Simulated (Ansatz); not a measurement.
A nudged elastic band was laid between two geometries of ClGe2H5 + H (9 atoms, charge 0, multiplicity 2).

Level of theory: UHF/def2-SVP in Ansatz 0.2.0.

```json
{"movable images": "7", "climbing image": "yes", "spring": "5.0 eV/Å²", "optimiser": "quadratic models (default)", "start path": "through a guess of the saddle point", "force threshold": "0.05 eV/Å", "iteration limit": "60", "end points": "relaxed"}
```

First end point:

```xyz
9
Properties=species:S:1:pos:R:3
Ge 0.045 0.013 -0.227
Cl -0.454 -0.314 1.877
H 1.567 0.159 -0.289
Ge -1.158 2.027 -0.942
H -2.662 1.813 -0.744
H -0.686 3.217 -0.101
H -0.870 2.300 -2.425
H -0.389 -1.246 -0.981
H 0.085 -0.133 5.696
```

Last end point:

```xyz
9
Properties=species:S:1:pos:R:3
Ge -0.030 -0.119 -0.547
Cl -0.672 -0.434 4.016
H 1.475 0.041 -0.277
Ge -1.147 2.014 -1.022
H -2.662 1.786 -1.106
H -0.850 3.006 0.110
H -0.666 2.620 -2.350
H -0.240 -1.170 -1.650
H 0.270 0.093 4.690
```

(1) Which bonds break or form, and what moves?

(2) What energy profile does the band end with?

(3) What is the geometry of the highest image?

## Answers

(1) Bonds broken: Ge1–Cl2. Bonds formed: Cl2–H9. ClGe2H5 + H becomes ClH + Ge2H5.

(2) It converged. The highest image is number 4 of 0 to 8, 27.4 kcal/mol above the first end and 33.3 kcal/mol above the last; the last end lies 5.9 kcal/mol below the first. Neighbouring images differ by up to 1.3 eV, so the band resolves the path poorly. A vibrational analysis at the climbing image gives one clearly imaginary mode, 1590i cm⁻¹: a first-order saddle point.

```csv
image,path coordinate (Å),energy (kcal/mol),Ge1–Cl2 (Å),Cl2–H9 (Å)
0,0.00,0.0,2.19,3.86
1,0.57,0.0,2.19,3.54
2,1.15,0.6,2.19,2.99
3,1.72,4.0,2.19,2.38
4,2.29,27.4,2.47,1.59
5,3.14,-2.2,3.34,1.27
6,3.98,-5.4,4.01,1.27
7,4.82,-5.9,4.43,1.27
8,5.67,-5.9,4.62,1.27
```

(3) 
```xyz
9
Properties=species:S:1:pos:R:3:forces:R:3
Ge 0.123 0.031 -0.040 0.00 0.00 0.00
Cl -0.205 -0.076 2.406 0.00 0.00 0.03
H 1.638 0.127 -0.247 0.00 0.00 0.00
Ge -1.126 2.000 -0.799 0.00 0.00 0.00
H -2.616 1.780 -0.520 0.00 0.00 0.00
H -0.632 3.228 -0.027 0.00 0.00 0.00
H -0.921 2.233 -2.303 0.00 0.00 0.00
H -0.402 -1.299 -0.589 0.00 0.00 0.00
H -0.379 -0.187 3.983 0.00 0.00 -0.02
```

Time of the run: 6.2 min on 4 threads of Arm Neoverse V1, with other jobs on the host, peak memory 0.4 GiB.
